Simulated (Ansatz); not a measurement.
`[CH3][InH][Br]` + silanol → `[SiH3][O][InH][Br]` + CH₄ at 500 K and 1 bar (ligand exchange at the In–C bond).

Program: Ansatz. Geometries: PBE0-D4/def2-TZVP. ΔE: electronic, gas phase. CCSD(T)/CBS is the MP2 limit (def2-TZVPP, def2-QZVPP) plus CCSD(T) − MP2 in def2-TZVPP, frozen cores. This one scheme is used for every species. def2 core potentials past Kr. For Br, In outer-core shells are correlated without core-valence functions, which leaves a few kJ/mol of doubt a bond. Scalar relativity is left out up to krypton. One conformer a species, not always the lowest.

```tsv
species	CCSD(T)/CBS energy (Eh)	H − E (kJ/mol)	S (J/(mol·K))
`[CH3][InH][Br]`	-2803.63750	147.6	394.2
`O[SiH3]`	-366.69042	127.5	292.9
`[SiH3][O][InH][Br]`	-3129.89321	140.4	453.2
CH₄	-40.46206	135.6	206.8
```

H − E and S are ideal-gas, rigid-rotor, harmonic terms from PBE0-D4/def2-TZVP, for one conformer and one mirror image of each species. 1 Eh = 2625.50 kJ/mol, R = 8.31446 J/(mol·K).

Question: By hand: ΔE, ΔH, ΔS and ΔG.

Answer: ΔE = (-3129.89321) + (-40.46206) − (-2803.63750) − (-366.69042) = -0.02735 Eh = -71.8 kJ/mol. Δ(H − E) = 140.4 + 135.6 − 147.6 − 127.5 = 0.9, so ΔH = -70.9 kJ/mol. ΔS = 453.2 + 206.8 − 394.2 − 292.9 = -27.1 J/(mol·K). ΔG = -70.9 − 500 × (-27.1)/1000 = -57.4 kJ/mol.

Question: By hand: the equilibrium constant, and the temperature at which ΔG would vanish if ΔH and ΔS stayed fixed.

Answer: log₁₀ K = −ΔG/(RT ln 10) = 6.0. ΔG = 0 at ΔH/ΔS = 2616 K, far beyond where these terms or the molecules hold.

ΔH outweighs TΔS. A doubt of 5 kJ/mol in ΔE shifts log₁₀ K by 0.5 here. Other conformers and mirror images would add mixing entropy, several J/(mol·K) or more a flexible species. Modes under 60 cm⁻¹, often nearly free rotors, make the harmonic entropy too high. These are equilibria of isolated gas molecules and say nothing of rates. Largest T1 diagnostic: 0.013 (customary marks: 0.02 for closed shells, 0.045 for open ones).
